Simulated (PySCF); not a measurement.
Predicted microwave data (PBE0/pcSseg-1 in PySCF (dipole) on a GFN2-xTB geometry, gas phase) for one isomer of C5H8O4Si:

* Rotational constants: A = 1716, B = 1071, C = 788.5 MHz
* Dipole components: |μa| = 0.55 D, |μb| = 1.62 D, |μc| = 0.33 D
* Inertial defect: -125.36 u·Å²
* κ: -0.39

Problem. Which candidate fits, each taken in the one conformer that was computed?
A. `[CH2:1]=[CH:2][C@@H:3]1[O:4][SiH2:5][O:6][C@@H:7]([CH:8]=[O:9])[O:10]1` with C1–C2–C3–O4 -3°, O6–C7–C8–O9 158°, C2–C3–O4–Si5 -110°, C3–O4–Si5–O6 -32°, O4–Si5–O6–C7 5°, Si5–O6–C7–C8 -88°
B. `[O:1]=[C:2]([O:3][SiH3:4])[C:5](=[O:6])[O:7][CH:8]1[CH2:9][CH2:10]1` with O1–C2–O3–Si4 2°, O1–C2–C5–O6 -152°, C2–C5–O7–C8 -178°, C5–O7–C8–C9 -147°
C. `[CH2:1]=[CH:2][CH2:3][O:4][C:5](=[O:6])[C:7](=[O:8])[O:9][SiH3:10]` with C1–C2–C3–O4 -126°, C2–C3–O4–C5 79°, C3–O4–C5–O6 3°, O4–C5–C7–O8 0°, C5–C7–O9–Si10 -179°

Solution. A. It is C=C[C@@H]1O[SiH2]O[C@@H](C=O)O1, an asymmetric top, point group C1. The candidates at the same level (rigid rotor, commonest isotopes):

| SMILES | A (MHz) | B (MHz) | C (MHz) | μa (D) | μb (D) | μc (D) | Δ (u·Å²) | point group | rotor |
| --- | --- | --- | --- | --- | --- | --- | --- | --- | --- |
| C=CCOC(=O)C(=O)O[SiH3] | 3207 | 498.2 | 461.3 | 0.31 | 0.35 | 0.17 | -76.28 | C1 | near-prolate asymmetric top |
| O=C(O[SiH3])C(=O)OC1CC1 | 3713 | 482.2 | 450.8 | 0.40 | 0.28 | 0.84 | -63.10 | C1 | near-prolate asymmetric top |
| C=C[C@@H]1O[SiH2]O[C@@H](C=O)O1 | 1716 | 1071 | 788.5 | 0.55 | 1.62 | 0.33 | -125.36 | C1 | asymmetric top |

`O=C(O[SiH3])C(=O)OC1CC1` has A 116 % too high; `C=CCOC(=O)C(=O)O[SiH3]` has A 87 % too high. No structure here is proved a minimum.
